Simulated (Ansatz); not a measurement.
Job for Ansatz (a quantum-chemistry and plane-wave program): U-wB97X-V/def2-TZVPP on ClFHIn (SMILES [F][InH][Cl]), a point of a bond scan (R = 2.286 Å). Elements past Kr take the def2 small-core potentials; no spin–orbit coupling.

Ansatz 0.2 input:
```yaml
crystal:
  periodic: [false, false, false]
  atoms:
    - {symbol: In, position_ang: [-0.09474537, -0.41822875, 0.20223357]}
    - {symbol: H, position_ang: [-1.34551321, -2.30150634, 0.54274272]}
    - {symbol: F, position_ang: [1.57814816, -0.11257062, 1.16386102]}
    - {symbol: Cl, position_ang: [-0.50232767, 1.37174079, -1.22580333]}
basis:
  gaussian:
    orbitals: def2-TZVPP
hamiltonian:
  xc: {name: wB97X-V}
magnetization: {spin_polarized: true, initial_magnetization: 0}
```

Output:

```
WARN ansatz: RAYON_NUM_THREADS=1 ignored (pool sized by the plan → 1); use --threads N
Functional definition: wB97X-V
integrals: 0.08 GiB planned
977 factors; their error is unknown
integrals: 0.11 GiB planned
172 factors; integrals over basis functions are off by at most 8.2e-5 eV
mean field: 0.92 GiB planned
mean field evaluation 1: about -20425.1289 eV, gradient 3.1e1 eV
mean field evaluation 2: about -20422.1842 eV, gradient 4.8e1 eV
mean field evaluation 4: about -20428.6190 eV, gradient 1.5e0 eV
mean field evaluation 8: about -20428.6830 eV, gradient 3.5e-2 eV
mean field evaluation 16: about -20428.6830 eV, gradient 8.3e-5 eV
mean field -20428.68299477 eV, -750.7402529990 hartree, gradient 3.2e-5 eV, S^2 0.000000; 1 other end points of the search recorded, 0 dependent functions left out
reference -20428.68299238 eV, -750.7402529115 hartree; 24, 24 occupied and 113, 113 virtual orbitals, 977 factors
Total energy: -20428.68299238 eV, -750.7402529115 hartree
```

The calculation finished and met its thresholds.

Cost: very roughly 15 core-seconds.
